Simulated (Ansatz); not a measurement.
**Relative energies of C2H9GaS isomers**

2 of its isomers, all singlets with charge 0: A = `C[S+](C)[GaH3-]`; B = `[CH3][GaH-]([CH3])[SH2+]`.

Shapes, held fixed at every level: PBE0-D4/def2-TZVP. Flexible molecules stand in one conformer, not always the lowest. Programs: Ansatz 0.2.0.

Electronic energies in kJ/mol, without zero-point or thermal terms.

```tsv
level	kind	B − A
SPW92/def2-TZVPP	LDA	-23.3
r2SCAN-D4/def2-TZVPP	meta-GGA	-33.4
PBE0-D4/def2-TZVPP	global hybrid	-32.1
r2SCAN0-D4/def2-TZVPP	global hybrid	-33.8
wB97M-V/def2-TZVPP	range-separated hybrid	-38.3
B2PLYP/def2-TZVPP	double hybrid	-42.7
MP2/def2-SVP	perturbation theory	-51.5
CCSD(T)/def2-TZVPP	coupled cluster or CI	-47.8
```

The highest level, CCSD(T)/def2-TZVPP, puts B lowest of these. All levels agree on that. The B − A difference spans -51.5 to -23.3 kJ/mol over the levels. Relativity is left out for Ga. Outer-core shells of Ga are correlated in most correlated rows, in sets that cover them unevenly.
